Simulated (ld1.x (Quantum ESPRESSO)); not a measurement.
**Logarithmic derivatives: Ce, PAW**

```json
{
  "Element": "cerium",
  "Generator": "ld1.x (Quantum ESPRESSO) 7.5",
  "Type": "PAW",
  "Functional": "LDA (PZ)",
  "Relativity": "fully relativistic",
  "Frozen core": "[Kr] 4d10",
  "Valence charge": "12",
  "Reference configuration": "4f1 5s2 5p6 5d1.5 6s1.5 6p0",
  "Partial waves": "5s (bound): rcut 2.40, rcutus 3.00 bohr; 6s (bound): rcut 2.40, rcutus 3.00 bohr; 5p (bound): rcut 2.30, rcutus 3.00 bohr; 6p (bound, empty): rcut 2.30, rcutus 3.00 bohr; 5d (bound): rcut 3.00, rcutus 3.15 bohr; 5d channel at 0.6 Ry: rcut 3.00, rcutus 3.15 bohr; 4f (bound): rcut 1.85, rcutus 2.10 bohr; 4f channel at 1.15 Ry: rcut 1.85, rcutus 2.10 bohr",
  "Local potential": "all-electron potential smoothed inside 2.25 bohr (lloc = -1)",
  "Core correction": "Bessel-smoothed model core, default radius (core density twice the valence density)",
  "Augmentation charge": "PSQ, radius 1.45 bohr"
}
```

Open shells are filled in proportion to 2j + 1 (rel_dist='average').

The phase is arctan(r·u′/u) with u = r·R(r), unwrapped; energies in Ry, scanned from -5 to 5 Ry. A pole is an energy at which the radial function vanishes at the test radius. The pseudo phase is shifted by a multiple of π to meet the all-electron one at the reference energy, and phase errors are pseudo minus all-electron; the curves can meet again beyond the range given. Levels narrower than the energy grid can be missing from the lists of poles.

| channel | radius (bohr) | reference energy (Ry) | poles, all-electron | poles, pseudo | unbroken range about the reference energy with phases within 0.05 rad | phase error 1 Ry above the reference energy (rad) |
| --- | --- | --- | --- | --- | --- | --- |
| s | 3.39 | -0.27 | -2.90, 1.69 | -2.90, 1.71 | below 3.8 | +0.001 |
| p1/2 | 3.39 | -0.10 | -1.72, 2.51 | -3.22, -1.72, 2.25 | -3.1 to 0.6 | -0.042 |
| p3/2 | 3.39 | -0.09 | -1.49, 2.75 | -4.54, -1.49, 2.54 | -4.4 to 4.0 | -0.037 |
| d3/2 | 3.39 | -0.21 | 0.30, 4.43 | 0.30, 4.59 | below 2.1 | +0.000 |
| d5/2 | 3.39 | -0.19 | 0.34, 4.50 | 0.34, 4.71 | below 2.1 | +0.000 |
| f5/2 | 3.39 | -0.37 | -0.34, 2.53 | -0.34, 2.56 | below 3.7 | +0.001 |
| f7/2 | 3.39 | -0.34 | -0.31, 2.54 | -0.31, 2.57 | below 3.7 | +0.001 |

The ghost test of this file was not conclusive.

Phases in the d5/2 channel:

```csv
E (Ry),all-electron,pseudo
-5.00,1.436,1.436
-4.74,1.432,1.432
-4.48,1.428,1.428
-4.22,1.423,1.423
-3.96,1.418,1.418
-3.70,1.413,1.413
-3.44,1.406,1.406
-3.18,1.399,1.399
-2.92,1.390,1.391
-2.66,1.381,1.381
-2.40,1.369,1.369
-2.14,1.355,1.355
-1.88,1.337,1.337
-1.62,1.313,1.314
-1.36,1.281,1.281
-1.10,1.230,1.231
-0.84,1.141,1.141
-0.58,0.924,0.924
-0.32,0.024,0.024
-0.06,-1.197,-1.197
0.20,-1.496,-1.496
0.46,-1.617,-1.617
0.72,-1.697,-1.697
0.98,-1.768,-1.768
1.24,-1.852,-1.851
1.50,-1.976,-1.974
1.76,-2.213,-2.205
2.02,-2.795,-2.758
2.28,-3.731,-3.677
2.54,-4.210,-4.178
2.80,-4.408,-4.387
3.06,-4.511,-4.494
3.32,-4.574,-4.559
3.58,-4.618,-4.604
3.84,-4.651,-4.637
4.10,-4.678,-4.663
4.36,-4.701,-4.686
4.62,-4.722,-4.706
4.88,-4.741,-4.726
```
